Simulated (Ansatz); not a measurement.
Consider the formal exchange of groups at a Ge–C bond: `C[SiH2][CH2][GeH3]` + `F[CH2][AlH2]` → `F[CH2][AlH][GeH3]` + `C[SiH2]C`.

Calculated with Ansatz (gas phase, PBE0-D4/def2-TZVP geometries, no zero-point term in ΔE). CCSD(T)/CBS adds triple-zeta CCSD(T) − MP2 to the extrapolated MP2 energy (def2 sets, frozen cores). DFT in def2-TZVPP. B3LYP here is the variant with VWN-RPA as its local correlation; programs differ in this. For Ge outer-core shells are correlated without core-valence functions, which leaves a few kJ/mol of doubt a bond. Scalar relativity is left out up to krypton. Each species was taken in one conformer, which may not be the lowest.

(1) Is it downhill or uphill in electronic energy at CCSD(T)/CBS, and by how much? (Estimate.)

(2) What do these levels give: PBE-D4, r2SCAN-D4, PBE0-D4, B3LYP-D4, PBE, r2SCAN, PBE0, B3LYP, MP2/def2-TZVPP, SCS-MP2/def2-TZVPP, HF/def2-QZVPP, CCSD/CBS(def2)? (Best estimate.)

Largest T1 diagnostic among the species: 0.012.

## Answers

(1) Ansatz gave: Downhill: ΔE = -0.41 eV.

(2) Computed: PBE-D4 -0.54, r2SCAN-D4 -0.51, PBE0-D4 -0.51, B3LYP-D4 -0.47, PBE -0.59, r2SCAN -0.52, PBE0 -0.55, B3LYP -0.54, MP2/def2-TZVPP -0.33, SCS-MP2/def2-TZVPP -0.34, HF/def2-QZVPP -0.42, CCSD/CBS(def2) -0.42 eV.

The D4 term adds +0.07 eV with B3LYP and +0.04 eV with PBE0; it sums over pairs of atoms, weighted by their polarisabilities, and B3LYP, whose exchange is more repulsive, gets the larger term. From PBE to PBE0 (25 % exact exchange), in def2-TZVPP and without D4, ΔE moves by +0.04 eV.
